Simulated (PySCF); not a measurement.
## Worked example: chemical shift, span and skew from a shielding tensor

FGeH₃O₂, SMILES [OH][GeH]([OH])[F]. Atoms are numbered in the order given.

```xyz
7

Ge     0.1806     0.0705    -0.2063
O     -0.7199     1.5573     0.1384
O     -0.9781    -1.2212    -0.6183
F      0.9838    -0.5182     1.2451
H      1.2406     0.3994    -1.2682
H     -1.5400     1.3534     0.6277
H     -0.7506    -2.0335    -0.1260
```

Coordinates come from a PBE-D3(BJ)/def2-SVP optimisation. The values are those of a single conformer.

GIAO shieldings from PBE0/pcSseg-1 (PySCF), non-relativistic, no solvent. The symmetric part of the tensor of F4 has the principal values 250.6, 294.7, 393.5 ppm. The same nucleus in CFCl3 has σ = 167.2 ppm at this level (PySCF, at its B3LYP-D3(BJ)/def2-TZVP geometry).

Q: Work out the isotropic shielding, the ¹⁹F shift against CFCl3, the span and the skew.

A: 
σ(iso) = (σ11 + σ22 + σ33)/3 = 312.9 ppm. δ = σ(ref) − σ(iso) = 167.2 − (312.9) = -145.7 ppm.
Span Ω = σ33 − σ11 = 142.9 ppm. Skew κ = 3(σ(iso) − σ22)/Ω = 0.38. Tumbling in solution averages the tensor to δ; in a static solid the shielding alone would spread this spin-1/2 line over Ω.
